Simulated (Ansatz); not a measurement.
Geometry optimisation of C$_{12}$H$_{22}$, SMILES `C1CCC(C2CCCCC2)CC1`.

```yaml
crystal:
  periodic: [false, false, false]
  atoms:
    - {symbol: C, position_ang: [-2.320420, -1.085370, -1.810160]}
    - {symbol: C, position_ang: [-2.698600, -0.409930, -0.498470]}
    - {symbol: C, position_ang: [-2.000320, -1.093630, 0.673670]}
    - {symbol: C, position_ang: [-0.470450, -1.193070, 0.549520]}
    - {symbol: C, position_ang: [0.279370, 0.036970, 1.113150]}
    - {symbol: C, position_ang: [0.055610, 1.372340, 0.397180]}
    - {symbol: C, position_ang: [1.056000, 2.403490, 0.913670]}
    - {symbol: C, position_ang: [2.479580, 2.051140, 0.464590]}
    - {symbol: C, position_ang: [2.625580, 0.544270, 0.234210]}
    - {symbol: C, position_ang: [1.795250, -0.238050, 1.246940]}
    - {symbol: C, position_ang: [-0.070840, -1.661950, -0.859200]}
    - {symbol: C, position_ang: [-0.814030, -0.992280, -2.012980]}
    - {symbol: H, position_ang: [-2.842150, -0.609100, -2.643290]}
    - {symbol: H, position_ang: [-2.621630, -2.135510, -1.781000]}
    - {symbol: H, position_ang: [-3.779610, -0.465910, -0.346850]}
    - {symbol: H, position_ang: [-2.426250, 0.643960, -0.547970]}
    - {symbol: H, position_ang: [-2.396730, -2.110620, 0.744910]}
    - {symbol: H, position_ang: [-2.254380, -0.580470, 1.604120]}
    - {symbol: H, position_ang: [-0.170920, -2.003670, 1.229300]}
    - {symbol: H, position_ang: [-0.113990, 0.162230, 2.130840]}
    - {symbol: H, position_ang: [0.182990, 1.270220, -0.678260]}
    - {symbol: H, position_ang: [-0.958210, 1.725670, 0.589300]}
    - {symbol: H, position_ang: [0.788340, 3.398830, 0.554100]}
    - {symbol: H, position_ang: [1.002080, 2.425740, 2.004290]}
    - {symbol: H, position_ang: [3.191480, 2.380840, 1.223650]}
    - {symbol: H, position_ang: [2.722810, 2.579270, -0.459890]}
    - {symbol: H, position_ang: [2.303390, 0.292470, -0.776880]}
    - {symbol: H, position_ang: [3.675820, 0.257500, 0.320050]}
    - {symbol: H, position_ang: [2.128760, 0.045820, 2.247410]}
    - {symbol: H, position_ang: [1.992640, -1.305800, 1.136120]}
    - {symbol: H, position_ang: [1.003920, -1.540350, -0.996310]}
    - {symbol: H, position_ang: [-0.282230, -2.734010, -0.916520]}
    - {symbol: H, position_ang: [-0.531570, -1.487660, -2.945760]}
    - {symbol: H, position_ang: [-0.531300, 0.056630, -2.103470]}
basis:
  gaussian: {orbitals: def2-TZVP}
hamiltonian: {xc: pbe0, dispersion: d4}
relax: {f_tol: 0.005, max_steps: 150}
```

```sh
$ ansatz run in.yaml --threads 11 --pin off --events-out ev --progress --plain --max-ram 174080MiB --backend cuda --devices 0, --max-vram 75GiB
```

It prints (some lines left out):

```
Functional definition: PBE0
mean field -12792.59654221 eV, -470.1192517927 hartree, gradient 8.4e-5 eV, S^2 0.000000; 0 other end points of the search recorded, 0 dependent functions left out
relax step   1: F+E_penalty+E_count = -12793.48490358 eV  Δ(F+E_penalty+E_count) = +0.000e0 eV  max|allowed force component| = 4.738e-1 eV/Å  Δτ_max = 0.0000 Å  (31 SCF iters, accepted)
mean field -12792.62000036 eV, -470.1201138639 hartree, gradient 2.0e-5 eV, S^2 0.000000; 0 other end points of the search recorded, 0 dependent functions left out
relax step   2: F+E_penalty+E_count = -12793.50694167 eV  Δ(F+E_penalty+E_count) = -2.204e-2 eV  max|allowed force component| = 1.229e-1 eV/Å  Δτ_max = 0.0374 Å  (30 SCF iters, accepted)
mean field -12792.62248856 eV, -470.1202053036 hartree, gradient 2.0e-5 eV, S^2 0.000000; 0 other end points of the search recorded, 0 dependent functions left out
relax step   3: F+E_penalty+E_count = -12793.51066331 eV  Δ(F+E_penalty+E_count) = -3.722e-3 eV  max|allowed force component| = 3.965e-2 eV/Å  Δτ_max = 0.0277 Å  (31 SCF iters, accepted)
mean field -12792.62254141 eV, -470.1202072459 hartree, gradient 2.0e-5 eV, S^2 0.000000; 0 other end points of the search recorded, 0 dependent functions left out
relax step   4: F+E_penalty+E_count = -12793.51175865 eV  Δ(F+E_penalty+E_count) = -1.095e-3 eV  max|allowed force component| = 5.720e-2 eV/Å  Δτ_max = 0.0339 Å  (30 SCF iters, accepted)
mean field -12792.62308276 eV, -470.1202271401 hartree, gradient 2.0e-5 eV, S^2 0.000000; 0 other end points of the search recorded, 0 dependent functions left out
relax step   5: F+E_penalty+E_count = -12793.51285449 eV  Δ(F+E_penalty+E_count) = -1.096e-3 eV  max|allowed force component| = 4.155e-2 eV/Å  Δτ_max = 0.0326 Å  (30 SCF iters, accepted)
mean field -12792.62264227 eV, -470.1202109525 hartree, gradient 2.0e-5 eV, S^2 0.000000; 0 other end points of the search recorded, 0 dependent functions left out
relax step   6: F+E_penalty+E_count = -12793.51380394 eV  Δ(F+E_penalty+E_count) = -9.495e-4 eV  max|allowed force component| = 2.545e-2 eV/Å  Δτ_max = 0.0666 Å  (30 SCF iters, accepted)
mean field -12792.62262037 eV, -470.1202101474 hartree, gradient 2.0e-5 eV, S^2 0.000000; 0 other end points of the search recorded, 0 dependent functions left out
relax step   7: F+E_penalty+E_count = -12793.51418165 eV  Δ(F+E_penalty+E_count) = -3.777e-4 eV  max|allowed force component| = 1.520e-2 eV/Å  Δτ_max = 0.0150 Å  (31 SCF iters, accepted)
mean field -12792.62162478 eV, -470.1201735604 hartree, gradient 2.1e-5 eV, S^2 0.000000; 0 other end points of the search recorded, 0 dependent functions left out
relax step   8: F+E_penalty+E_count = -12793.51459696 eV  Δ(F+E_penalty+E_count) = -4.153e-4 eV  max|allowed force component| = 1.318e-2 eV/Å  Δτ_max = 0.0472 Å  (30 SCF iters, accepted)
mean field -12792.62166384 eV, -470.1201749956 hartree, gradient 2.1e-5 eV, S^2 0.000000; 0 other end points of the search recorded, 0 dependent functions left out
relax step   9: F+E_penalty+E_count = -12793.51467566 eV  Δ(F+E_penalty+E_count) = -7.870e-5 eV  max|allowed force component| = 6.470e-3 eV/Å  Δτ_max = 0.0152 Å  (31 SCF iters, accepted)
mean field -12792.62156553 eV, -470.1201713828 hartree, gradient 2.1e-5 eV, S^2 0.000000; 0 other end points of the search recorded, 0 dependent functions left out
relax step  10: F+E_penalty+E_count = -12793.51470867 eV  Δ(F+E_penalty+E_count) = -3.301e-5 eV  max|allowed force component| = 4.632e-3 eV/Å  Δτ_max = 0.0051 Å  (31 SCF iters, accepted)
mean field -12792.62156553 eV, -470.1201713828 hartree, gradient 2.1e-5 eV, S^2 0.000000; 1 other end points of the search recorded, 0 dependent functions left out
Total energy: -12793.51475762 eV, -470.1529955867 hartree
Atom 0 at    -2.224843    -1.020842    -1.842984 Å, force    -0.000975    -0.000667    -0.000080 eV/Å
Atom 1 at    -2.651073    -0.369957    -0.536036 Å, force    -0.001432     0.000853     0.000255 eV/Å
Atom 2 at    -2.011393    -1.060681     0.663990 Å, force    -0.000523    -0.001508    -0.002223 eV/Å
Atom 3 at    -0.486082    -1.203713     0.594521 Å, force    -0.001046    -0.000262     0.004320 eV/Å
Atom 4 at     0.280590     0.012985     1.147658 Å, force     0.000112    -0.002730    -0.003862 eV/Å
Atom 5 at    -0.008589     1.374768     0.504044 Å, force    -0.000168    -0.000044     0.001049 eV/Å
Atom 6 at     1.027894     2.394971     0.950256 Å, force     0.000792     0.004089    -0.001158 eV/Å
Atom 7 at     2.412869     2.050923     0.386847 Å, force    -0.002650    -0.001070     0.002208 eV/Å
Atom 8 at     2.561074     0.547101     0.144304 Å, force     0.004632    -0.001297    -0.001434 eV/Å
Atom 9 at     1.803089    -0.245858     1.198277 Å, force     0.000604     0.002441     0.000939 eV/Å
Atom 10 at    -0.058040    -1.721359    -0.786170 Å, force     0.000612     0.002621     0.001894 eV/Å
Atom 11 at    -0.709987    -1.029012    -1.976805 Å, force     0.000258     0.001236    -0.000609 eV/Å
Atom 12 at    -2.682571    -0.506332    -2.693216 Å, force    -0.000105     0.000196     0.000313 eV/Å
Atom 13 at    -2.592051    -2.055234    -1.868450 Å, force    -0.000223     0.000293     0.000098 eV/Å
Atom 14 at    -3.740308    -0.405367    -0.434088 Å, force    -0.000280     0.000179    -0.000505 eV/Å
Atom 15 at    -2.379566     0.689221    -0.559881 Å, force    -0.000329    -0.000760    -0.000361 eV/Å
Atom 16 at    -2.441866    -2.067441     0.734763 Å, force    -0.000701    -0.000123    -0.000068 eV/Å
Atom 17 at    -2.289172    -0.546923     1.590993 Å, force     0.000354    -0.000060    -0.000549 eV/Å
Atom 18 at    -0.224643    -2.003482     1.299755 Å, force     0.000646    -0.000585    -0.000029 eV/Å
Atom 19 at    -0.061345     0.102884     2.187483 Å, force    -0.001210    -0.000297    -0.000802 eV/Å
Atom 20 at     0.005816     1.309240    -0.587002 Å, force     0.000351    -0.000168    -0.000178 eV/Å
Atom 21 at    -1.012405     1.707481     0.778701 Å, force     0.000818     0.000030    -0.000181 eV/Å
Atom 22 at     0.735347     3.403895     0.647983 Å, force    -0.000375     0.000790     0.001221 eV/Å
Atom 23 at     1.060052     2.402770     2.045841 Å, force    -0.000142    -0.000635     0.000417 eV/Å
Atom 24 at     3.187193     2.393308     1.080209 Å, force    -0.000346     0.000277    -0.000726 eV/Å
Atom 25 at     2.580820     2.590252    -0.550314 Å, force    -0.000851    -0.000966    -0.000460 eV/Å
Atom 26 at     2.174316     0.292859    -0.847906 Å, force    -0.000028    -0.000243    -0.000331 eV/Å
Atom 27 at     3.618001     0.266913     0.137308 Å, force     0.000620    -0.001060    -0.000146 eV/Å
Atom 28 at     2.190440     0.032390     2.184335 Å, force     0.000155    -0.000503     0.000752 eV/Å
Atom 29 at     2.002410    -1.316306     1.091998 Å, force     0.000530     0.000027    -0.001295 eV/Å
Atom 30 at     1.030935    -1.695088    -0.880067 Å, force     0.001200    -0.000081     0.000066 eV/Å
Atom 31 at    -0.333729    -2.782432    -0.835341 Å, force    -0.000112    -0.000036     0.001840 eV/Å
Atom 32 at    -0.414516    -1.541548    -2.897803 Å, force    -0.000433     0.000078    -0.000130 eV/Å
Atom 33 at    -0.348678    -0.000376    -2.073193 Å, force     0.000246    -0.000015    -0.000245 eV/Å
Dipole moment:     0.001986    -0.004989     0.014907 e Å
```

It took 30 s on 11 threads of an AMD EPYC 7R13 on a shared host and a whole NVIDIA H100 80 GB, with 1.3 GiB of host memory at the peak.
